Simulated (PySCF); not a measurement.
C₈H₂₄S₂Si₄.
Atom-mapped SMILES: `[CH3:1][Si:2]1([CH3:3])[S:4][Si:5]([CH3:6])([CH3:7])[Si:8]([CH3:9])([CH3:10])[S:11][Si:12]1([CH3:13])[CH3:14]` (hydrogens: H15, H16, H17 on C1; H18, H19, H20 on C3; H21, H22, H23 on C6; H24, H25, H26 on C7; H27, H28, H29 on C9; H30, H31, H32 on C10; H33, H34, H35 on C13; H36, H37, H38 on C14)

The closed-shell ground state was solved at several levels (PySCF, density fitting, gas phase, non-relativistic). Geometry: PBE0-D3(BJ)/def2-SVP, one conformer, isolated molecule. The dipole stays under 0.02 D at every level.

| level | basis functions | total energy (Eh) | HOMO (eV) | LUMO (eV) | gap (eV) |
| --- | --- | --- | --- | --- | --- |
| mPW1PW91/pcSseg-1 | 400 | -2273.8062 | -6.20 | 0.07 | 6.27 |
| wB97X-D/def2-SVPD | 502 | -2272.9763 | -7.81 | 1.75 | 9.56 |

(1) Estimate the row for PBE0/pcSseg-1, a basis of 400 functions; the other rows only guide the guess.

(2) Over all these levels, which gives the widest orbital gap and which the narrowest?

Answers

(1) Total energy -2272.6304 Eh, HOMO -6.17 eV, LUMO 0.08 eV, gap 6.25 eV.

(2) wB97X-D/def2-SVPD (range-separated hybrid) has the widest, 9.56 eV, and PBE0/pcSseg-1 (global hybrid, 25 % exact exchange) the narrowest, 6.25 eV. Functional and basis both differ between the two, so the spread mixes both effects.

wB97X-D is run here without its empirical dispersion term; that term would change no orbital, density or response property at a fixed geometry.
